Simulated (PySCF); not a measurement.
(F2Al-mu-NH2)2.
Geometry (PBE0-D3(BJ)/def2-SVP, Å), atoms numbered from 1 in this order:
```xyz
12
Al2F4H4N2 angstrom
Al     0.7442   -0.5667    1.0358
F      2.1355    0.1879    1.5533
F      0.2235   -1.9859    1.7344
N      0.7362   -0.7104   -0.8960
Al    -0.7233    0.5526   -1.0259
F     -2.1161   -0.1948   -1.5501
F     -0.2050    1.9730   -1.7242
N     -0.7159    0.6952    0.9049
H      0.5313   -1.6449   -1.2545
H      1.6017   -0.4039   -1.3455
H     -0.5161    1.6299    1.2657
H     -1.5805    0.3854    1.3530
```

Method used: TDDFT CAM-B3LYP/def2-SVPD, vertical, gas phase, core orbitals frozen in the response in PySCF 2.14.0, density-fitted response routines.

Ground-to-excited transition dipoles (e·a0, same axes as the geometry; the sign carries no meaning), for the states with f of 0.002 or more among the lowest 14:

| state | E (hartree) | μx | μy | μz |
| --- | --- | --- | --- | --- |
| S2 | 0.3239 | 0.572 | -0.434 | 0.812 |
| S4 | 0.3538 | 0.227 | 0.278 | -0.008 |
| S6 | 0.3573 | -0.585 | 0.553 | 0.708 |
| S7 | 0.3577 | -0.090 | 0.085 | 0.109 |
| S9 | 0.3622 | -0.107 | 0.084 | -0.130 |
| S11 | 0.3695 | -0.058 | 0.043 | 0.057 |
| S14 | 0.3796 | 0.274 | -0.211 | 0.394 |

**Question.** What oscillator strength does each state have?

**Answer.** f = (2/3) ΔE |μ|² with ΔE in hartree (27.2114 eV).

| state | \|μ\|² (au) | \|μ\| (D) | f |
| --- | --- | --- | --- |
| S2 | 1.176 | 2.76 | 0.254 |
| S4 | 0.129 | 0.91 | 0.030 |
| S6 | 1.149 | 2.72 | 0.274 |
| S7 | 0.027 | 0.42 | 0.006 |
| S9 | 0.035 | 0.48 | 0.009 |
| S11 | 0.009 | 0.23 | 0.002 |
| S14 | 0.275 | 1.33 | 0.070 |

**Question.** What angle do the transition dipoles of S4 and S14 make?

**Answer.** |cos θ| = |μa·μb| / (|μa| |μb|) = 0.00, so θ ≈ 90° (taken between 0 and 90°, since the signs are arbitrary).

**Question.** How is the summed strength of these states shared among x, y and z?

**Answer.** (2/3) Σ ΔE μα² gives 0.189 for x, 0.147 for y and 0.309 for z, 0.645 in all.

**Question.** What peak molar absorption coefficient would the strongest computed level give as a lone Gaussian band 0.4 eV wide at half height?

**Answer.** ε(max) = 2.175×10⁸ f / FWHM, with the width in cm⁻¹. S6: 2.175×10⁸ × 0.2738 / 3226 ≈ 18000 L mol⁻¹ cm⁻¹.

The vertical ionisation energy (ΔSCF) is 12.58 eV, 2.25 eV above S14.

One conformer stands for the species.
